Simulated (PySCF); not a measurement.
From computed data to an observable: entropy of an ideal gas

HOP, SMILES P=O.

Coordinates come from a PBE-D3(BJ)/def2-TZVPD optimisation.

PBE-D3(BJ)/def2-TZVPD (PySCF) gives the harmonic wavenumbers 957, 1170, 2019 cm⁻¹ and the rotational temperatures 12.2853, 0.9872, 0.9137 K. The molar mass is 47.98 g/mol, the symmetry number 1, the spin multiplicity 1.

### Question
Work out the entropy at 298.15 K and 1 atm in the rigid-rotor, harmonic-oscillator model.

### Answer

Translation (Sackur–Tetrode at 1 atm): S = R[1.5 ln M + 2.5 ln T − 1.16487] = 157.0 J/(mol K).
Rotation: q = (√π/σ) T^1.5/√(θA θB θC) = 2740, S = R[ln q + 3/2] = 78.3 J/(mol K).
Vibration: with u = 1.4388 ν/T, each mode gives R[u/(e^u − 1) − ln(1 − e^−u)]:
| ν (cm⁻¹) | modes | u | S (J/(mol K)) |
|---|---|---|---|
| 957 | 1 | 4.62 | 0.47 |
| 1170 | 1 | 5.65 | 0.20 |
| 2019 | 1 | 9.74 | 0.01 |
These are all the modes. Sum 0.7 J/(mol K).
Spin: R ln 1 = 0.0 J/(mol K).
Total 236.0 J/(mol K); the program's own thermochemistry gives 236.0. Translation makes up 67 % and vibration 0 %. Anharmonicity, hindered rotation and orbital degeneracy are left out.
